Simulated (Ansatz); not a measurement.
Reaction (formal exchange of groups at the Al–O bond): `[OH][AlH][NH][SiH3]` + `C=CC[TeH]` → `[SiH3][NH][AlH][TeH]` + `C=CCO`

Isolated molecules relaxed with PBE0-D4/def2-TZVP in Ansatz; ΔE leaves out vibrations. CBS: MP2 limit from def2 TZ/QZ plus the TZ coupled-cluster correction, frozen cores. DFT in def2-TZVPP. def2 core potentials past Kr. For Te outer-core shells are correlated without core-valence functions, which leaves a few kJ/mol of doubt a bond. Each species was taken in one conformer, which may not be the lowest.

```csv
level,ΔE (kcal/mol)
B2PLYP,17.9
CCSD/def2-TZVPP,16.9
```

**Question.** What does CCSD(T)/CBS give? (An estimate is asked.)

**Answer.** Ansatz gave: +17.3 kcal/mol. The listed levels differ from it by 0.6, -0.4 kcal/mol.

Largest T1 diagnostic among the species: 0.012.

In def2-TZVPP, CCSD(T) changes the Hartree–Fock value by +3.0 kcal/mol (the triples alone add +0.2 kcal/mol) and MP2 by +5.0 kcal/mol. From PBE to PBE0 (25 % exact exchange), in def2-TZVPP and without D4, ΔE moves by −0.8 kcal/mol.
